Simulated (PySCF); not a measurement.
C₂H₆BO₂, SMILES [B](OC)OC, multiplicity 2. The structure is a stationary point at PBE-D3(BJ)/def2-SVP. The isomer is the one that the SMILES or the coordinates give; other isomers of the formula were not compared. One conformer was computed; it need not be the lowest.

Give the equilibrium geometry at PBE-D3(BJ)/def2-SVP (PySCF confirms it by a frequency run) as a Z-matrix, and its point group. (Estimate from the structure and the level; the computed values follow.)

This is not unique; one that fits is point group Cs.
```
O
B 1 1.3590
O 2 1.3477 1 123.56
C 1 1.4193 2 123.04 3 180.00
H 4 1.1099 1 109.41 2 -120.76
H 4 1.1099 5 108.28 1 119.17
H 4 1.1104 5 108.95 6 118.37
C 3 1.4327 2 122.59 1 0.00
H 8 1.1089 3 111.56 2 0.00
H 8 1.1091 9 109.42 3 -120.67
H 8 1.1091 9 109.42 10 -118.65
```
Charge 0, spin multiplicity 2.
